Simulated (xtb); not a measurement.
xtb input:

```bash
xtb mol.xyz --gfn 1 --sp --chrg 0 --uhf 0
```
mol.xyz:
```
3

Zr     0.00177350    -0.00644462    -0.32054545
F      1.56274006     0.01820541     0.72091320
F     -1.57062230     0.01043733     0.70373323
```

Q: What final total energy does it print?

A: -11.64975 Eh (GFN1-xTB).
